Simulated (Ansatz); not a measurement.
Saddle point of AlH5SO2, singlet (AlH₃SO₂ ([OH][Al]([OH])[SH]) + H₂ → AlH₃O₂ ([OH][AlH][OH]) + H₂S (still joined by a long Al–S bond); bonds formed: Al1–H6, S2–H5; bonds broken: H5–H6; bonds weakened to dative contacts: Al1–S2), PBE0-D4/def2-TZVP structure:

```
9
angstrom
Al -0.3588 -0.0548 0.1314
S 1.4925 1.2016 -0.6961
O -0.0017 -1.6611 -0.2903
O -1.8382 0.7543 -0.0250
H 1.0599 0.9404 0.8040
H 0.3370 0.4385 1.5964
H 2.2415 0.0840 -0.6864
H -0.5345 -2.4116 -0.0367
H -2.3977 0.7087 -0.7973
```

Energies are electronic, without zero-point energy. Barriers and step energies count from the start structure reached by relaxing down the imaginary mode; all methods use the PBE0-D4 structures, on which another method's saddle can fall below an end. Ansatz 0.2.0; basis: def2-TZVPP, with def2-QZVPP for the basis limit; cores frozen in the correlated methods. B3LYP uses VWN-RPA correlation. Extrapolation: Hartree–Fock as exp(−7.88 √X), correlation as X^−2.97.

```json
{"method": "SPW92", "barrier (kcal/mol)": "16.25", "step energy (kcal/mol)": "9.37"}
{"method": "PBE-D4", "barrier (kcal/mol)": "22.47", "step energy (kcal/mol)": "11.71"}
{"method": "BLYP-D4", "barrier (kcal/mol)": "25.96", "step energy (kcal/mol)": "11.93"}
{"method": "r2SCAN-D4", "barrier (kcal/mol)": "?", "step energy (kcal/mol)": "12.74"}
{"method": "B97M-V", "barrier (kcal/mol)": "24.65", "step energy (kcal/mol)": "10.23"}
{"method": "PBE0-D4", "barrier (kcal/mol)": "25.21", "step energy (kcal/mol)": "11.51"}
{"method": "B3LYP-D4", "barrier (kcal/mol)": "27.78", "step energy (kcal/mol)": "11.67"}
{"method": "r2SCAN0-D4", "barrier (kcal/mol)": "26.66", "step energy (kcal/mol)": "12.38"}
{"method": "BHLYP-D4", "barrier (kcal/mol)": "31.15", "step energy (kcal/mol)": "11.23"}
{"method": "CAM-B3LYP-D4", "barrier (kcal/mol)": "?", "step energy (kcal/mol)": "10.87"}
{"method": "wB97X-V", "barrier (kcal/mol)": "29.60", "step energy (kcal/mol)": "11.21"}
{"method": "wB97M-V", "barrier (kcal/mol)": "29.81", "step energy (kcal/mol)": "11.89"}
{"method": "B2PLYP", "barrier (kcal/mol)": "29.42", "step energy (kcal/mol)": "12.28"}
{"method": "PBE-QIDH", "barrier (kcal/mol)": "28.42", "step energy (kcal/mol)": "12.07"}
{"method": "RPA on PBE", "barrier (kcal/mol)": "29.39", "step energy (kcal/mol)": "10.48"}
{"method": "HF", "barrier (kcal/mol)": "?", "step energy (kcal/mol)": "11.21"}
{"method": "MP2", "barrier (kcal/mol)": "30.67", "step energy (kcal/mol)": "13.56"}
{"method": "CCSD", "barrier (kcal/mol)": "31.70", "step energy (kcal/mol)": "11.46"}
{"method": "CCSD(T)", "barrier (kcal/mol)": "30.27", "step energy (kcal/mol)": "11.84"}
```

Task: Fill in the withheld barriers. (To be estimated.)

Result: Computed: r2SCAN-D4 24.47; CAM-B3LYP-D4 28.68; HF 39.55 kcal/mol. Each is the energy of the saddle less that of the start structure, by the same method.

For comparison, the barrier by CCSD(T) at an estimated basis limit (MP2 extrapolated from triple and quadruple zeta, plus CCSD(T) − MP2 in triple zeta) is 30.50 kcal/mol.

T1 diagnostic: at most 0.013.

Labels in which every atom is bracketed show which atoms are joined, not bond orders.

For scale, one of the runs: CCSD(T)/def2-TZVPP, 216 basis functions, launched by `ansatz run in.yaml --threads 4 --pin off --events-out ev --progress --plain --max-ram 9574MiB`. Hardware: 4 CPU threads of an Arm Neoverse V2, shared host. Wall time 53 s; peak host memory 3.1 GiB.
